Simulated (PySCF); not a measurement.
Bi(Br)2(Me) (CH3BiBr2), SMILES [CH3][Bi]([Br])[Br]. Heavy atoms are numbered as in [Bi:1]([Br:2])([Br:3])[CH3:4]. Hydrogens are named by the atom that carries them.

Geometry optimised at PBE-D3(BJ)/def2-SVP. The structure was generated by enumeration; whether it is a known compound was not checked. The def2 effective core potentials stand for the cores of Bi; spin–orbit coupling is left out.

Method: PBE0/def2-TZVP in PySCF.

ESP charges are fitted to the potential on shells at 1.4 to 2.0 van der Waals radii. Atomic charges (e), one atom of each kind:

| atom | Mulliken | ESP fit |
|---|---|---|
| Bi1 | (withheld) | 0.48 |
| Br2 | (withheld) | -0.24 |
| C4 (CH3) | (withheld) | -0.33 |
| H on C4 | (withheld) | 0.12 |

Problem. Complete the blanks. (An estimate is asked for; the answer gives what the named calculation found.)

Solution. 
- Bi1, Mulliken: 0.80
- Br2, Mulliken: -0.35
- C4 (CH3), Mulliken: -0.57
- H on C4, Mulliken: 0.15
